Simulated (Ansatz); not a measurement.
A nudged elastic band was laid between two geometries of C₃H₆Si (10 atoms, charge 0, multiplicity 1).

The calculation used RKS PBE-D4/STO-3G (Ansatz).

```json
{
 "movable images": "5",
 "climbing image": "yes",
 "spring": "5.0 eV/Å²",
 "optimiser": "quadratic models (default)",
 "start path": "IDPP",
 "force threshold": "0.05 eV/Å",
 "iteration limit": "60",
 "end points": "relaxed"
}
```

Image 0:

```xyz
10
Properties=species:S:1:pos:R:3
C -0.423 2.011 -0.875
C -0.226 0.710 -0.756
C -0.022 -0.583 -0.591
Si 0.369 -1.358 1.067
H 0.404 2.710 -1.093
H -1.426 2.462 -0.772
H -0.088 -1.248 -1.475
H 0.520 -0.319 2.072
H 1.601 -2.128 0.968
H -0.708 -2.258 1.455
```

Image 6:

```xyz
10
Properties=species:S:1:pos:R:3
C 0.431 1.737 -1.344
C -0.158 0.692 -0.790
C -0.715 -0.355 -0.209
Si 0.044 -1.255 1.245
H 1.141 1.631 -2.183
H 0.234 2.768 -1.001
H -1.684 -0.723 -0.598
H -0.860 -1.192 2.385
H 1.316 -0.646 1.596
H 0.250 -2.655 0.899
```

(1) What changes between the two ends?

(2) Give the energies along the band, and the barrier.

(3) What is the geometry of the highest image?

Answers

(1) No bond is made or broken. The dihedral C2–C3–Si4–H9 goes from -125 to -1°. The two ends are copies of one structure, up to a mirror image or an exchange of like atoms.

(2) The forces met the threshold. The highest image is number 3 of 0 to 6, 2.5 kJ/mol above the ends, which have the same energy within 2 meV. A vibrational analysis at the climbing image gives one clearly imaginary mode, 78i cm⁻¹: a first-order saddle point. Limits of this set-up: minimal basis.

```tsv
image	path coordinate (Å)	energy (kJ/mol)	dihedral C2–C3–Si4–H9 (°)
0	0.00	0.0	-125
1	0.71	0.4	-104
2	1.43	1.8	-82
3	2.14	2.5	-61
4	2.80	1.9	-41
5	3.46	0.7	-21
6	4.12	0.0	-1
```

(3) 
```xyz
10
Properties=species:S:1:pos:R:3
C 0.155 1.913 -1.178
C -0.167 0.693 -0.785
C -0.480 -0.524 -0.380
Si 0.144 -1.306 1.204
H 1.035 2.107 -1.816
H -0.443 2.795 -0.888
H -1.161 -1.123 -1.016
H -0.258 -0.514 2.357
H 1.597 -1.399 1.186
H -0.421 -2.642 1.317
```

Run time: 2.4 min on 1 CPU thread of a shared host.
